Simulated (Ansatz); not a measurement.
The same molecule with X = Si, Ge, Sn. Ansatz, PBE0-D4/def2-TZVP geometries, multiplicity 1. Each molecule was computed in one conformer, which needn't be the lowest.

Elements past krypton have def2 core potentials. Scalar relativity is left out up to krypton.

```
 X        molecule  mean X–S bond length / Å  HOMO–LUMO gap (B3LYP/def2-TZVPP) / eV  HOMO energy (B3LYP/def2-TZVPP) / eV  HOMO–LUMO gap (ωB97M-V/def2-TZVPP) / eV
Ge  `[SH][Ge][SH]`                     2.239                                   4.60                                -7.11                                     8.90
Sn  `[SH][Sn][SH]`                     2.432                                   4.32                                -7.01                                     8.39
```

Problem. Give the row for X = Si, `S[Si]S`. (An estimate is asked.)

Solution. Ansatz gave: 
```csv
X,molecule,mean X–S bond length / Å,HOMO–LUMO gap (B3LYP/def2-TZVPP) / eV,HOMO energy (B3LYP/def2-TZVPP) / eV,HOMO–LUMO gap (ωB97M-V/def2-TZVPP) / eV
Si,`S[Si]S`,2.142,4.59,-6.91,8.89
```

From Si to Sn the mean X–S bond length rises at each step, by 0.290 Å in all; the HOMO–LUMO gap (B3LYP/def2-TZVPP) isn't monotonic: highest at Ge, lowest at Sn; the HOMO energy (B3LYP/def2-TZVPP) isn't monotonic: highest at Si, lowest at Ge; the HOMO–LUMO gap (ωB97M-V/def2-TZVPP) isn't monotonic: highest at Ge, lowest at Sn. Bonds lengthen as the atom grows down the group.

B3LYP here is the variant with VWN-RPA as its local correlation; programs differ in this.
